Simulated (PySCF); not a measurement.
An equivalent PySCF input for Al (aluminium, neutral), [Ne] 3s2 3p1, 2P determinant, with no relativity, point nucleus:

```python
from pyscf import gto, scf, dft, mp, cc
import basis_set_exchange as bse
mol = gto.M(atom="Al 0 0 0", charge=0, spin=1, symmetry="D2h",
            basis=gto.basis.parse(bse.get_basis("cc-pV(D+d)Z", elements=["Al"], fmt="nwchem", header=False)))
mf = dft.UKS(mol, xc="PBE0")
mf.irrep_nelec = {'Ag': (3, 3), 'B1u': (1, 1), 'B2u': (2, 1), 'B3u': (1, 1)}
mf.kernel()
```

It reaches the same state as the run whose output follows, with an energy that differs only through the grid. The run itself started from symmetry-adapted Hartree-Fock orbitals and held the occupation by maximum overlap, on a logarithmic radial grid, so the iterations belong to that start.

```
SCF conv_tol = 1e-09
number electrons alpha = 7  beta = 6
XC functionals = PBE0
    C. Adamo and V. Barone.,  J. Chem. Phys. 110, 6158 (1999)
    M. Ernzerhof and G. E. Scuseria.,  J. Chem. Phys. 110, 5029 (1999)
cycle= 1 E= -242.246154066478  delta_E= -0.00265  |g|= 0.00731  |ddm|= 0.289
cycle= 2 E= -242.24625684992  delta_E= -0.000103  |g|= 0.00193  |ddm|= 0.0262
cycle= 3 E= -242.246265433501  delta_E= -8.58e-06  |g|= 0.000237  |ddm|= 0.0121
cycle= 4 E= -242.246265542108  delta_E= -1.09e-07  |g|= 1.94e-05  |ddm|= 0.00224
cycle= 5 E= -242.246265542918  delta_E= -8.1e-10  |g|= 2.48e-06  |ddm|= 0.000368
converged SCF energy = -242.246265542918  <S^2> = 0.75604229  2S+1 = 2.0060332
```
